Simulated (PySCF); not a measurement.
## Exercise with solution: entropy of an ideal gas

HfF₃, SMILES [F][Hf+]([F])[F], charge +1, multiplicity 1.

Geometry: PBE0-D3(BJ)/def2-TZVP. The spin state was assumed, not searched. The isomer is the one that the SMILES or the coordinates give; other isomers of the formula were not compared. The def2 effective core potentials stand for the cores of Hf; spin–orbit coupling is left out.

PBE0-D3(BJ)/def2-TZVP in PySCF gives the harmonic wavenumbers 135, 182, 182, 732, 732, 757 cm⁻¹ and the rotational temperatures 0.2366, 0.2366, 0.1428 K. The molar mass is 235.49 g/mol, the symmetry number 3, the spin multiplicity 1.

Task: Work out the entropy at 298.15 K and 1 atm in the rigid-rotor, harmonic-oscillator model.

Result: 
Translation (Sackur–Tetrode at 1 atm): S = R[1.5 ln M + 2.5 ln T − 1.16487] = 176.9 J/(mol K).
Rotation: q = (√π/σ) T^1.5/√(θA θB θC) = 34000, S = R[ln q + 3/2] = 99.2 J/(mol K).
Vibration: with u = 1.4388 ν/T, each mode gives R[u/(e^u − 1) − ln(1 − e^−u)]:
```
ν (cm⁻¹)  modes     u  S (J/(mol K))
--------  -----  ----  -------------
135           1  0.65          12.02
182           2  0.88          19.31
732           2  3.53           2.26
757           1  3.65           1.03
```
These are all the modes. Sum 34.6 J/(mol K).
Spin: R ln 1 = 0.0 J/(mol K).
Total 310.7 J/(mol K); the program's own thermochemistry gives 310.7. Translation makes up 57 % and vibration 11 %. Anharmonicity, hindered rotation and orbital degeneracy are left out.
